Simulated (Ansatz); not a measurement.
Geometry optimisation, RKS PBE0/def2-SVP (Ansatz).

The input (input.yaml):

```yaml
crystal:
  periodic: [false, false, false]
  atoms:
    - { symbol: Ti, position_ang: [0.343212, 0.394645, -0.329639] }
    - { symbol: F, position_ang: [-0.913391, 0.421389, 2.419458] }
    - { symbol: F, position_ang: [1.373797, 0.369038, -1.706858] }
    - { symbol: Cl, position_ang: [-1.418931, 1.543861, -0.899049] }
    - { symbol: F, position_ang: [-0.019628, -1.247118, 0.047029] }
    - { symbol: O, position_ang: [1.336774, 1.212148, 1.014201] }
    - { symbol: H, position_ang: [2.117268, 1.754652, 0.850949] }
    - { symbol: H, position_ang: [-0.119301, 0.846185, 2.626309] }
basis:
  gaussian: { orbitals: def2-SVP }
hamiltonian:
  xc: pbe0
relax:
  f_tol: 0.03
  max_steps: 50
```

Run as:

```bash
$ ansatz run input.yaml --threads 4 --pin off --max-ram 5120MiB --backend cpu --events-out ev --progress --plain --runs-dir out
```

Question: Where does it end, and by what steps?

Answer: The forces met the threshold. After 10 steps the energy has fallen by 0.249 eV; H8 moved furthest, 0.42 Å. Joined: Ti1–F2 (3.02 → 2.38 Å).

```
step  energy less start (eV)  largest force component (eV/Å)  accepted
   0                  0.0000                           1.549       yes
   1                 -0.1601                           0.680       yes
   2                 -0.2202                           0.357       yes
   3                 -0.2360                           0.383       yes
   4                 -0.2438                           0.139       yes
   5                 -0.2467                           0.074       yes
   6                 -0.2482                           0.138       yes
   7                 -0.2484                           0.079       yes
   8                 -0.2486                           0.086       yes
   9                 -0.2486                           0.059       yes
  10                 -0.2487                           0.013       yes
```

```xyz
8
Properties=species:S:1:pos:R:3
Ti 0.235 0.394 -0.122
F -0.765 0.457 2.034
F 1.299 0.457 -1.476
Cl -1.521 1.512 -0.805
F -0.003 -1.304 0.098
O 1.284 1.222 1.106
H 2.136 1.643 0.943
H 0.035 0.914 2.244
```

Whether the end is a true minimum wasn't checked by a vibrational analysis.

Time of the run: 29 s on 4 threads of Arm Neoverse V1, with other jobs on the host, peak memory 0.31 GiB.
